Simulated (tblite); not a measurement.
Run record: tight-binding relaxation, `CNC1=CSC=C1`.

Computed with GFN2-xTB geometry optimisation, gas phase (tblite 0.8.0). Start geometry: from a force field or distance geometry. The command runs a driver script over a list of jobs; the input below is this job's line of settings and its coordinates in Å.

Command:
```bash
OMP_NUM_THREADS=1 python probes_run.py task.json out
```

Input:
```
{"job": {"kind": "relax", "xc": "GFN2-xTB", "basis": "xTB"}, "charge": 0, "multiplicity": 1}
C     -1.988800    -0.678900     0.193400
N     -1.144100     0.490500     0.221100
C      0.207700     0.434900     0.033500
C      0.964100    -0.722100    -0.251400
C      2.304800    -0.450800    -0.391100
S      2.633200     1.218000    -0.218300
C      0.987100     1.569900     0.068400
H     -3.026200    -0.371100     0.390300
H     -1.961000    -1.161700    -0.786800
H     -1.716100    -1.402300     0.967700
H     -1.612100     1.365300     0.419400
H      0.564100    -1.735600    -0.322500
H      3.101900    -1.141800    -0.600900
H      0.684800     2.585200     0.255100
```

Output:
```
step      E/eV     max force
  0    -555.46409    0.973
  1    -555.49567    0.363
  2    -555.50184    0.295
  3    -555.50724    0.172
  4    -555.50928    0.115
  5    -555.51049    0.079
  6    -555.51129    0.070
  7    -555.51190    0.072
  8    -555.51232    0.052
  9    -555.51254    0.028
... (49 lines left out)
 59    -555.55497    0.107
 60    -555.55565    0.088
 61    -555.55609    0.042
 62    -555.55642    0.053
 63    -555.55667    0.044
 64    -555.55688    0.028
 65    -555.55696    0.018
 66    -555.55699    0.014
 67    -555.55702    0.011
 68    -555.55703    0.006
```

«max force» is the largest atomic force in eV/Å.

Q: From which step on does the largest force stay under 0.1 eV/Å, and how much energy is left to gain from there?

A: From step 60 (0.088 eV/Å), 1.4 meV above the end.

Main results: energy lowered by 2.1 kcal/mol over 68 steps; largest atomic force 0.006 eV/Å at the end.

Q: Give the final coordinates.

A: 0.202 Å rms from the input after alignment:
```
atom  x, y, z in Å
C1    -1.9693   -0.6741    0.2489
N2    -1.2074    0.5194   -0.0406
C3     0.1759    0.4645   -0.0620
C4     0.9355   -0.6982   -0.3819
C5     2.2688   -0.4602   -0.4144
S6     2.6511    1.1765   -0.0647
C7     0.9824    1.5479    0.1471
H8    -3.0281   -0.4220    0.2377
H9    -1.7880   -1.4157   -0.5287
H10   -1.7230   -1.1197    1.2219
H11   -1.5560    1.3465    0.4236
H12    0.5051   -1.6629   -0.5781
H13    3.0600   -1.1516   -0.6258
H14    0.6922    2.5490    0.3949
```

The run took 0.31 s of wall time on one thread, Arm Neoverse V2 (aarch64), no GPU, shared host with 96 logical CPUs at a one-minute load of 64.
Labels such as C1 count atoms from 1, the log's own numbers from 0.
